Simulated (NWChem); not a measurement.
System: C$_{2}$H$_{5}$FSi$_{2}$; SMILES F[SiH2]C#C[SiH3]

Parts of the log:

```
             Northwest Computational Chemistry Package (NWChem) 7.3.0
             --------------------------------------------------------

                             Geometry "geometry" -> ""
                             -------------------------

 Output coordinates in angstroms (scale by  1.889725989 to convert to a.u.)

  No.       Tag          Charge          X              Y              Z
 ---- ---------------- ---------- -------------- -------------- --------------
    1 Si                  14.0000     0.15192600     2.87962300    -0.00118500
    2 C                    6.0000    -0.08008600     1.05401900    -0.00408600
    3 C                    6.0000    -0.22331000    -0.16229400    -0.00422300
    4 Si                  14.0000    -0.46033100    -1.97585600    -0.00876300
    5 F                    9.0000     0.95134300    -2.69600000     0.33889200
    6 H                    1.0000     1.37882500     3.20884700     0.77822700
    7 H                    1.0000     0.29912900     3.35989600    -1.40460200
    8 H                    1.0000    -1.03562700     3.52392700     0.62872300
    9 H                    1.0000    -0.88718500    -2.41952400    -1.35997700
   10 H                    1.0000    -1.44405800    -2.35442100     1.03712600

 Effective nuclear repulsion energy (a.u.)     233.6348575572

                              NWChem Property Module
                              ----------------------

  itol2e modified to match energy
  convergence criterion.

                                 NWChem DFT Module
                                 -----------------

 Summary of "ao basis" -> "ao basis" (spherical)
 ------------------------------------------------------------------------------
       Tag                 Description            Shells   Functions and Types
 ---------------- ------------------------------  ------  ---------------------
 Si                         6-311g**                12       26   6s5p1d
 C                          6-311g**                 8       18   4s3p1d
 F                          6-311g**                 8       18   4s3p1d
 H                          6-311g**                 4        6   3s1p

  itol2e modified to match energy
  convergence criterion.

            General Information
            -------------------
          SCF calculation type: DFT
          Wavefunction type:  closed shell.
          No. of atoms     :    10
          No. of electrons :    54
           Alpha electrons :    27
            Beta electrons :    27
          Charge           :     0
          Spin multiplicity:     1
          Use of symmetry is: off; symmetry adaption is: off
          Maximum number of iterations: 150
          AO basis - number of functions:   136
                     number of shells:    68
          Convergence on energy requested:  1.00D-07
          Convergence on density requested:  1.00D-05
          Convergence on gradient requested:  5.00D-04

              XC Information
              --------------
                         B3LYP Method XC Potential
                     Hartree-Fock (Exact) Exchange  0.200
                        Slater Exchange Functional  0.800 local
                    Becke 1988 Exchange Functional  0.720 non-local
              Lee-Yang-Parr Correlation Functional  0.810
                  VWN I RPA Correlation Functional  0.190 local

             Grid Information
             ----------------
          Grid used for XC integration:  fine
          Radial quadrature: Mura-Knowles
          Angular quadrature: Lebedev.
          Tag              B.-S. Rad. Rad. Pts. Rad. Cut. Ang. Pts.
          ---              ---------- --------- --------- ---------
          Si                  1.10      123          14.0       770
          C                   0.70       70          11.0       590
          F                   0.50       70          15.0       590
          H                   0.35       60          15.0       590
          Grid pruning is: on
          Number of quadrature shells:   756
          Spatial weights used:  Erf1

      Superposition of Atomic Density Guess
      -------------------------------------

 Sum of atomic energies:        -754.91461755

      Non-variational initial energy
      ------------------------------

 Total energy =    -756.574382
 1-e energy   =   -1508.270303
 2-e energy   =     518.061064
 HOMO         =      -0.339562
 LUMO         =      -0.031720

   convergence    iter        energy       DeltaE   RMS-Dens  Diis-err
 ---------------- ----- ----------------- --------- --------- ---------
 d= 0,ls=0.0,diis     1   -758.0643649787 -9.92D+02  8.82D-03  1.51D+00
 d= 0,ls=0.0,diis     2   -758.0722163685 -7.85D-03  5.77D-03  1.04D+00
 d= 0,ls=0.0,diis     3   -758.1372626193 -6.50D-02  1.74D-03  3.06D-01
 d= 0,ls=0.0,diis     4   -758.1573262737 -2.01D-02  4.38D-04  5.22D-03
 d= 0,ls=0.0,diis     5   -758.1576351540 -3.09D-04  2.06D-04  2.54D-03
  Resetting Diis
 d= 0,ls=0.0,diis     6   -758.1579021651 -2.67D-04  7.45D-05  4.10D-04
 d= 0,ls=0.0,diis     7   -758.1579522227 -5.01D-05  3.04D-05  7.59D-06
 d= 0,ls=0.0,diis     8   -758.1579509957  1.23D-06  1.81D-05  1.68D-05
 d= 0,ls=0.0,diis     9   -758.1579531097 -2.11D-06  4.71D-06  1.88D-06
 d= 0,ls=0.0,diis    10   -758.1579533534 -2.44D-07  7.15D-07  2.14D-08
 d= 0,ls=0.0,diis    11   -758.1579533555 -2.11D-09  1.85D-07  1.33D-09

         Total DFT energy =     -758.157953355533
      One electron energy =    -1512.125082658289
           Coulomb energy =      585.422627018695
    Exchange-Corr. energy =      -65.090355273098
 Nuclear repulsion energy =      233.634857557158

 Numeric. integr. density =       54.000003098458

                       DFT Final Molecular Orbital Analysis
                       ------------------------------------

 Vector   25  Occ=2.000000D+00  E=-3.604049D-01
              MO Center= -5.1D-01, -1.7D+00, -7.7D-02, r^2= 5.4D+00
   Bfn.  Coefficient  Atom+Function         Bfn.  Coefficient  Atom+Function
  ----- ------------  ---------------      ----- ------------  ---------------
   101     -0.211159   5 F  pz              126     -0.210657   9 H  s
   132      0.210107  10 H  s                97     -0.200385   5 F  pz
   127     -0.200695   9 H  s               133      0.200322  10 H  s
    80      0.193366   4 Si pz               93     -0.143731   5 F  pz
    77      0.129634   4 Si pz              125     -0.123768   9 H  s

 Vector   26  Occ=2.000000D+00  E=-3.033165D-01
              MO Center= -9.9D-02,  6.4D-01,  6.2D-02, r^2= 2.7D+00
   Bfn.  Coefficient  Atom+Function         Bfn.  Coefficient  Atom+Function
  ----- ------------  ---------------      ----- ------------  ---------------
    51      0.265856   3 C  px               33      0.250684   2 C  px
    55      0.214119   3 C  px               37      0.206069   2 C  px
    47      0.175719   3 C  px               29      0.166775   2 C  px
   109     -0.111808   6 H  s               108     -0.110920   6 H  s
   120      0.091301   8 H  s               121      0.089831   8 H  s

[...]

          -----------------------------------------
          Chemical Shielding Tensors (GIAO, in ppm)
          -----------------------------------------

                                NWChem CPHF Module
                                ------------------

  scftype          =     RHF
  nclosed          =       27
  nopen            =        0
  variables        =     2943
  # of vectors     =        3
  tolerance        = 0.10D-03
  level shift      = 0.00D+00
  max iterations   =       50
  max subspace     =       30

 SCF residual:    2.5394240924268059E-005

Iterative solution of linear equations
  No. of variables     2943
  No. of equations        3
  Maximum subspace       30
        Iterations       50
       Convergence  1.0D-04

   iter   nsub   residual    time
   ----  ------  --------  ---------
     1      3    3.89D-01      67.4
     2      6    2.03D-02      72.9
     3      9    1.40D-03      78.4
     4     12    7.01D-05      83.8

      Atom:    1  Si
        Diamagnetic
    877.6322      1.1126      0.0467
      1.1126    885.2371      0.0331
      0.0467      0.0331    877.4241

        Paramagnetic
   -446.7889      1.6606     -0.2873
      1.6606   -434.4008      0.2936
     -0.2873      0.2936   -445.8921

        Total Shielding Tensor
    430.8433      2.7732     -0.2406
      2.7732    450.8363      0.3267
     -0.2406      0.3267    431.5320

           isotropic =     437.7372
          anisotropy =      20.2214

          Principal Components and Axis System
                 1           2           3
              451.2181    431.5982    430.3953

      1         0.1347     -0.2418      0.9609
      2         0.9908      0.0184     -0.1342
      3         0.0148      0.9702      0.2420

      Atom:    2  C
        Diamagnetic
    251.4078      7.3636      0.1923
      7.3636    287.2779      0.5964
      0.1923      0.5964    249.6946

        Paramagnetic
   -269.4622     22.7581     -0.5550
     22.7581    -36.3588     -1.0156
     -0.5550     -1.0156   -269.9210

        Total Shielding Tensor
    -18.0543     30.1217     -0.3628
     30.1217    250.9190     -0.4192
     -0.3628     -0.4192    -20.2265

           isotropic =      70.8794
          anisotropy =     275.0586

          Principal Components and Axis System
                 1           2           3
              254.2518    -21.4661    -20.1474

      1         0.1099      0.9634     -0.2444
      2         0.9939     -0.1062      0.0287
      3        -0.0017      0.2460      0.9693

      Atom:    3  C
        Diamagnetic
    251.5911      7.3611      0.2158
      7.3611    287.6498      0.5933
      0.2158      0.5933    249.7645

        Paramagnetic
   -272.5414     27.1001      1.5610
     27.1001    -29.1121     -0.6048
      1.5610     -0.6048   -281.8268

        Total Shielding Tensor
    -20.9503     34.4612      1.7769
     34.4612    258.5378     -0.0115
      1.7769     -0.0115    -32.0623

           isotropic =      68.5084
          anisotropy =     291.3239

          Principal Components and Axis System
                 1           2           3
              262.7243    -32.4865    -24.7127

      1         0.1206     -0.2319      0.9652
      2         0.9927      0.0275     -0.1174
      3         0.0007      0.9723      0.2335

      Atom:    4  Si
        Diamagnetic
    879.6201     -1.8287      1.4801
     -1.8287    882.4370     -0.6773
      1.4801     -0.6773    873.8132

        Paramagnetic
   -459.0935    -40.0560     13.8325
    -40.0560   -533.9267     -8.7142
     13.8325     -8.7142   -510.7387

        Total Shielding Tensor
    420.5267    -41.8846     15.3126
    -41.8846    348.5103     -9.3915
     15.3126     -9.3915    363.0745

           isotropic =     377.3705
          anisotropy =      99.4950

          Principal Components and Axis System
                 1           2           3
              443.7005    359.2760    329.1351

      1         0.8857     -0.2252      0.4061
      2        -0.4110      0.0267      0.9112
      3         0.2161      0.9739      0.0689

      Atom:    5  F
        Diamagnetic
    485.2112    -11.8460      5.8289
    -11.8460    471.6785     -3.0284
      5.8289     -3.0284    462.9655

        Paramagnetic
   -103.8757      9.5321     -1.0420
      9.5321    -53.4447      0.7885
     -1.0420      0.7885   -101.4744

        Total Shielding Tensor
    381.3355     -2.3139      4.7869
     -2.3139    418.2338     -2.2399
      4.7869     -2.2399    361.4911

           isotropic =     387.0201
          anisotropy =      47.2080

          Principal Components and Axis System
                 1           2           3
              418.4921    382.2199    360.3484

      1        -0.0678      0.9733     -0.2192
      2         0.9967      0.0760      0.0290
      3        -0.0449      0.2166      0.9752

      Atom:    6  H
        Diamagnetic
     32.6151      3.4925      5.5562
      3.4925     27.0491      2.0234
      5.5562      2.0234     27.1928

        Paramagnetic
     -3.7018     -1.3306     -2.6435
     -1.3306      0.1357     -0.8378
     -2.6435     -0.8378     -1.1291

        Total Shielding Tensor
     28.9134      2.1619      2.9127
      2.1619     27.1848      1.1856
      2.9127      1.1856     26.0636

           isotropic =      27.3873
          anisotropy =       6.9075

          Principal Components and Axis System
                 1           2           3
               31.9922     25.9331     24.2364

      1         0.7593     -0.3476     -0.5501
      2         0.4560      0.8874      0.0687
      3         0.4642     -0.3029      0.8323

      Atom:    7  H
        Diamagnetic
     23.8893      0.8468     -1.2981
      0.8468     27.9083     -4.8440
     -1.2981     -4.8440     34.9034

        Paramagnetic
      0.5042     -0.2585      0.5843
     -0.2585     -0.2060      2.0896
      0.5843      2.0896     -4.6903

        Total Shielding Tensor
     24.3934      0.5883     -0.7138
      0.5883     27.7022     -2.7543
     -0.7138     -2.7543     30.2131

           isotropic =      27.4363
          anisotropy =       6.9870

          Principal Components and Axis System
                 1           2           3
               32.0942     25.9377     24.2768

      1        -0.1185      0.0644      0.9909
      2        -0.5389      0.8340     -0.1187
      3         0.8340      0.5480      0.0641

      Atom:    8  H
        Diamagnetic
     31.5062     -4.8516     -4.1910
     -4.8516     29.1867      2.7723
     -4.1910      2.7723     25.9071

        Paramagnetic
     -3.0903      2.2535      1.9729
      2.2535     -0.7592     -1.2328
      1.9729     -1.2328     -0.3892

        Total Shielding Tensor
     28.4159     -2.5981     -2.2181
     -2.5981     28.4275      1.5396
     -2.2181      1.5396     25.5179

           isotropic =      27.4538
          anisotropy =       6.9669

          Principal Components and Axis System
                 1           2           3
               32.0984     25.9512     24.3117

      1        -0.6746      0.5845      0.4508
      2         0.6352      0.7708     -0.0488
      3         0.3760     -0.2534      0.8913

      Atom:    9  H
        Diamagnetic
     25.4095      1.5219      4.6270
      1.5219     26.7578      4.3076
      4.6270      4.3076     34.7116

        Paramagnetic
     -0.2532     -0.9362     -1.9759
     -0.9362     -0.9135     -2.3760
     -1.9759     -2.3760     -5.8332

        Total Shielding Tensor
     25.1563      0.5857      2.6510
      0.5857     25.8443      1.9316
      2.6510      1.9316     28.8784

           isotropic =      26.6263
          anisotropy =       6.5901

          Principal Components and Axis System
                 1           2           3
               31.0197     25.1695     23.6897

      1         0.4140     -0.3767      0.8287
      2         0.3590      0.9041      0.2316
      3         0.8365     -0.2016     -0.5096

      Atom:   10  H
        Diamagnetic
     30.9548      2.8682     -6.7099
      2.8682     26.3605     -2.9717
     -6.7099     -2.9717     29.5613

        Paramagnetic
     -2.9485     -1.6845      3.5307
     -1.6845     -0.7016      1.5555
      3.5307      1.5555     -3.3559

        Total Shielding Tensor
     28.0063      1.1837     -3.1792
      1.1837     25.6589     -1.4162
     -3.1792     -1.4162     26.2054

           isotropic =      26.6235
          anisotropy =       6.5894

          Principal Components and Axis System
                 1           2           3
               31.0164     25.1684     23.6857

      1         0.7446     -0.4155      0.5224
      2         0.3194      0.9090      0.2677
      3        -0.5861     -0.0325      0.8096
```

Level: B3LYP/6-311G** (spherical d), GIAO. Geometry: optimised at PBE0/def2-SVP. NWChem prints the field gradient with the sign opposite to the second derivative of the potential. The printed shielding anisotropy is the first printed principal value minus the mean of the other two.

Task: Which NWChem input produces such a log?

Result: One answer among several that fit: the input that was run:
```
start job
memory heap 200 mb stack 900 mb global 1100 mb
geometry units angstroms noautosym nocenter noautoz
  Si     0.151926     2.879623    -0.001185
  C     -0.080086     1.054019    -0.004086
  C     -0.223310    -0.162294    -0.004223
  Si    -0.460331    -1.975856    -0.008763
  F      0.951343    -2.696000     0.338892
  H      1.378825     3.208847     0.778227
  H      0.299129     3.359896    -1.404602
  H     -1.035627     3.523927     0.628723
  H     -0.887185    -2.419524    -1.359977
  H     -1.444058    -2.354421     1.037126
end
basis spherical
  * library 6-311g**
end
dft
  xc b3lyp
  iterations 150
end
property
  shielding
  efieldgrad
end
task dft property
```
